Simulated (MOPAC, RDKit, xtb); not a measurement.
Dimer: HCl (SMILES Cl) (first 2 atoms) with C2H3N (SMILES CC#N); geometry from B3LYP-D3(BJ)/def2-TZVP, rigid monomers moved along the line of their centres of mass till H2···N5 is 1.76 Å.
(charge 0, multiplicity 1):
```xyz
8

Cl     0.2453     1.0091    -1.1470
H      0.2503     0.5969     0.0858
C      0.2660    -0.7865     4.2233
C      0.2610    -0.3260     2.8458
N      0.2573     0.0380     1.7578
H     -0.4279    -1.6190     4.3404
H      1.2666    -1.1177     4.5017
H     -0.0367     0.0229     4.8878
```

Counterpoise-corrected where a basis set is named; no monomer relaxation. RDKit's UFF carries no charges.

The state that AM1 reach isn't checked.

Run with MOPAC for AM1 (differences of heats of formation); RDKit for the force fields; xtb for the GFN methods. Each number belongs to the level named beside it.

**Question.** One of these levels gives -318.5 meV for the interaction energy. Which one is it?
A. GFN2-xTB
B. AM1
C. UFF
D. GFN1-xTB

**Answer.** A, GFN2-xTB. The others give 3519.0 (UFF), 79.8 (AM1), -232.2 (GFN1-xTB)
